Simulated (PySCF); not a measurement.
C₃H₉AlO₃ (SMILES C[O][Al]([O]C)[O]C), singlet, geometry from GFN2-xTB (such geometries of metal compounds can be far from the true shape), with bond 11-8 at 2.4 times its length; PySCF with CASCI(4,5)/STO-3G.

The PySCF input:
```python
from pyscf import gto, scf, mcscf
import numpy

mol = gto.M(
    atom='''
Al   -0.00000000    0.00000000    0.00000000
O     1.31172085    0.99964921    0.16950670
C     1.97818404    2.19505926   -0.11826743
H     1.39244577    2.83220774   -0.78323581
H     2.16614502    2.73551284    0.81370210
H     2.93396474    1.96746432   -0.59854903
O    -0.03287888   -1.46359976    0.77809857
C     0.56199099   -2.41142744    1.61699359
H    -0.08478434   -2.58250712    2.48209477
H     0.68303538   -3.35055565    1.06984363
H     2.91050326   -1.61526128    2.46085188
O    -1.27884198    0.46395055   -0.94760527
C    -2.54017502    0.21636818   -1.49872616
H    -2.93298355   -0.75251620   -1.18536540
H    -3.23309026    0.99906707   -1.17742017
H    -2.46527054    0.23101854   -2.58967130
''',
    basis='sto-3g',
    verbose=4,
)

mf = scf.RHF(mol)
mf.kernel()
mc = mcscf.CASCI(mf, 5, 4)
mc.fix_spin_(ss=0.0)
mc.kernel()
occ = numpy.linalg.eigvalsh(mc.fcisolver.make_rdm1(mc.ci, mc.ncas, mc.nelecas))[::-1]
ss = mc.fcisolver.spin_square(mc.ci, mc.ncas, mc.nelecas)[0]
print('natural occupations', occ.round(4), ' <S^2>', round(ss, 4))
```

The log (banner, timings and long lists left out):

```
PySCF version 2.14.0

[INPUT] verbose = 4
[INPUT] num. atoms = 16
[INPUT] num. electrons = 64
[INPUT] charge = 0
[INPUT] spin (= nelec alpha-beta = 2S) = 0
[INPUT] symmetry False subgroup None
[INPUT] Mole.unit = angstrom
[INPUT] Symbol           X                Y                Z      unit          X                Y                Z       unit  Magmom
[...]
nuclear repulsion = 372.292340705184
number of shells = 32
number of NR pGTOs = 144
number of NR cGTOs = 48
basis = sto-3g
ecp = {}

******** <class 'pyscf.scf.hf.RHF'> ********
method = RHF
initial guess = minao
damping factor = 0
level_shift factor = 0
DIIS = <class 'pyscf.scf.diis.CDIIS'>
diis_start_cycle = 1
diis_space = 8
diis_damp = 0
SCF conv_tol = 1e-09
SCF conv_tol_grad = None
SCF max_cycles = 50
direct_scf = True
direct_scf_tol = 1e-13
Set gradient conv threshold to 3.16228e-05
Initial guess from minao.
init E= -578.350516106263
[...]
cycle= 1 E= -577.502775940921  delta_E= 0.848  |g|= 0.806  |ddm|= 4.84
[...]
cycle= 2 E= -577.679645425681  delta_E= -0.177  |g|= 0.424  |ddm|= 1.72
[...]
cycle= 3 E= -577.744270130718  delta_E= -0.0646  |g|= 0.158  |ddm|= 0.977
[...]
cycle= 4 E= -577.757792599612  delta_E= -0.0135  |g|= 0.0358  |ddm|= 0.372
[...]
cycle= 5 E= -577.758461095492  delta_E= -0.000668  |g|= 0.00596  |ddm|= 0.0747
[...]
cycle= 6 E= -577.758478353852  delta_E= -1.73e-05  |g|= 0.00179  |ddm|= 0.0102
[...]
cycle= 7 E= -577.758480696353  delta_E= -2.34e-06  |g|= 0.000374  |ddm|= 0.00434
[...]
cycle= 8 E= -577.758480843241  delta_E= -1.47e-07  |g|= 0.000109  |ddm|= 0.00111
[...]
cycle= 9 E= -577.758480855572  delta_E= -1.23e-08  |g|= 2.5e-05  |ddm|= 0.000384
[...]
cycle= 10 E= -577.758480855917  delta_E= -3.45e-10  |g|= 6.31e-06  |ddm|= 5.07e-05
[...]
Extra cycle  E= -577.758480855932  delta_E= -1.46e-11  |g|= 3.86e-06  |ddm|= 1.55e-05
converged SCF energy = -577.758480855932

******** <class 'pyscf.mcscf.casci.CASCI'> ********
CAS (2e+2e, 5o), ncore = 30, nvir = 13
natorb = False
canonicalization = True
sorting_mo_energy = False
******** <class 'pyscf.fci.addons.SpinPenaltyFCISolver'> ********
max. cycles = 200
conv_tol = 1e-08
davidson only = True
linear dependence = 1e-12
level shift = 0.001
max iter space = 12
nroots = 1
pspace_size = 400
spin = None
Density matrix diagonal elements [1.99829183e+00 1.32554325e+00 6.73876008e-01 7.26812558e-04
 1.56209829e-03]
CASCI converged
CASCI E = -577.914925622273  E(CI) = -2.45592473125384  S^2 = 0.0000000
natural occupations [1.9983e+00 1.3284e+00 6.7160e-01 1.6000e-03 2.0000e-04]  <S^2> 0.0
```
